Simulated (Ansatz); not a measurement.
Coupled-cluster run, CH₃GeNS (`S=C=[N][GeH3]`).

```yaml
crystal:
  periodic: [false, false, false]
  atoms:
    - {symbol: S, position_ang: [0.457323, -3.159306, 1.117534]}
    - {symbol: C, position_ang: [0.206781, -1.646752, 0.764553]}
    - {symbol: N, position_ang: [0.009370, -0.498807, 0.537124]}
    - {symbol: Ge, position_ang: [-0.140634, 1.045474, -0.432710]}
    - {symbol: H, position_ang: [-1.023282, 0.733308, -1.645419]}
    - {symbol: H, position_ang: [-0.787076, 2.070532, 0.499984]}
    - {symbol: H, position_ang: [1.277498, 1.455560, -0.841066]}
basis:
  gaussian: {orbitals: def2-TZVPP}
correlation: {method: ccsd_t}
output: {orbitals: {seedname: orbitals}}
```

```sh
$ ansatz run in.yaml --threads 2 --pin off --events-out ev --progress --plain --max-ram 32768MiB --backend cuda --devices 0, --max-vram 18GiB
```

Output of Ansatz, abridged:

```
Functional definition: HF
1179 factors; integrals over basis functions are off by at most 1.1e-3 eV
mean field evaluation 1: about -69849.7901 eV, gradient 2.9e1 eV
mean field evaluation 2: about -69850.0328 eV, gradient 3.0e1 eV
mean field evaluation 4: about -69852.1257 eV, gradient 4.3e0 eV
mean field evaluation 8: about -69852.1847 eV, gradient 3.3e-1 eV
mean field -69852.18502661 eV, -2567.0204522165 hartree, gradient 2.8e-6 eV, S^2 0.000000; 0 other end points of the search recorded, 0 dependent functions left out
16 core orbitals not correlated: weight in the atoms' cores, before any rotation towards them, 1.000 or more for the frozen orbitals, at most 0.000 for the correlated occupied ones
reference -69852.18502661 eV, -2567.0204522165 hartree; 16, 16 occupied and 162, 162 virtual orbitals, 1179 factors
second order -20.98843002 eV of doubles, -0.00000000 eV of singles
cycle   1  -20.60206720 eV  change    3.9e-1 eV  update   1.4e-1
cycle   2  -21.32438839 eV  change   -7.2e-1 eV  update   4.6e-2
cycle   3  -21.49294505 eV  change   -1.7e-1 eV  update   2.1e-2
cycle   4  -21.47326693 eV  change    2.0e-2 eV  update   5.2e-3
cycle   5  -21.47262892 eV  change    6.4e-4 eV  update   2.4e-3
cycle   6  -21.47305173 eV  change   -4.2e-4 eV  update   6.4e-4
cycle   7  -21.47272012 eV  change    3.3e-4 eV  update   3.1e-4
cycle   8  -21.47266330 eV  change    5.7e-5 eV  update   8.9e-5
cycle   9  -21.47268728 eV  change   -2.4e-5 eV  update   3.7e-5
perturbative correction -1.09091034 eV, -0.0400902157 hartree
Total energy: -69874.74862423 eV, -2567.8496491348 hartree
```

Run time 12 s (2 threads of an AMD EPYC 7R13 on a shared host and a share of an NVIDIA H100 80 GB); peak host memory 0.76 GiB.

MP2 recovers 93.0 % of the CCSD(T) correlation energy and the triples give 4.8 %; T1 = 0.0151.
